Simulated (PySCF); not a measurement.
# Reading the logs of faulty runs: AlBH4NO

All numbers below are calculated, not measured. They come from PySCF 2.14.0, an open-source quantum chemistry program, on an isolated molecule that a program drew, which may never have been made. The molecule is AlBH4NO (charge 0, doublet), drawn as the SMILES string `[NH2][AlH][B]O`.

Each row is a Hartree-Fock (HF) and frozen-core CCSD(T) single point in the cc-pV(D+d)Z basis, meant for a local HF minimum. Run 1 is clean. Each other run has one planted mistake out of seven kinds, and not every kind appears here: one electron removed, one electron added, multiplicity raised by two, geometry at a saddle point, minimal basis STO-3G, one bond length entered in bohr, all coordinates scaled. The reference is restricted for singlets and unrestricted otherwise, and also for a bond in bohr. Adding or removing an electron swaps singlet and doublet. Electrons count all cores. HOMO and LUMO are orbital energies over both spins, the gradient is its largest component, and the lowest frequency (negative if imaginary) is given only where the gradient is small. Bond lengths are over the 7 bonds as drawn. T1 is the CCSD diagnostic: over 0.02 (restricted) or 0.045 (unrestricted) a single reference is doubtful.

Geometry of the clean run:
```xyz
8
AlBH4NO, angstrom
N    -0.5934    0.5548    0.6202
Al   -1.4800   -0.9057    0.1547
B    -0.8611   -2.0658   -1.4430
O    -0.2244   -3.0644   -2.0394
H     0.3105    0.8347    0.2894
H    -0.9375    1.2391    1.2678
H    -2.8927   -1.1677    0.8139
H    -0.3654   -3.1135   -2.9763
```

```
run,electrons,basis functions,<S^2>,HOMO (eV),LUMO (eV),gradient (hartree/bohr),lowest frequency (cm^-1),mean bond (Å),longest bond (Å),T1,HF (hartree),CCSD(T) (hartree),mistake
1,37,85,0.763,-6.97,2.05,4.3e-05,101,1.3858,2.069,0.0179,-398.27326,-398.80722,no fault
2,37,85,0.764,-7.05,1.94,2.4e-02,-,1.4177,2.117,0.0188,-398.26933,-398.80696,all coordinates scaled
3,37,85,3.783,-4.43,-0.74,1.1e-01,-,1.3858,2.069,0.0321,-398.10765,-398.61875,multiplicity raised by two
4,38,85,0.000,0.71,7.88,4.1e-02,-,1.3858,2.069,0.0167,-398.21298,-398.78265,one electron added
5,36,85,0.000,-15.20,-5.27,8.5e-02,-,1.3858,2.069,0.0224,-398.04962,-398.58013,one electron removed
6,37,85,1.518,-7.10,1.64,1.0e-02,-,1.5868,2.987,0.0563,-398.17155,-398.69923,?
```

**Which mistake was planted in run 6, and what did it cost?**

The mean bond changes by a factor of 1.145 and the longest by 1.444, so the molecule wasn't scaled as a whole. A length L in bohr read as angstrom grows by (1/0.5292 - 1) L = 0.890 L. The 7 bonds together grew by 7 x 0.2010 = 1.407 Å, which gives L = 1.581 Å. That is bond Al2-H7, 1.581 Å in the clean geometry. So the mistake is: one bond length entered in bohr. Subtracting run 1 and multiplying by 627.51 kcal/mol a hartree, the energy moved by 63.8 kcal/mol in HF and 67.8 kcal/mol in CCSD(T).

Cautions from the logs. Run 4: the HOMO is above zero, so the electron isn't bound and the energy depends on the basis; run 5: T1 is over the limit, so its CCSD(T) energy is less reliable; run 6: T1 is over the limit, so its CCSD(T) energy is less reliable.
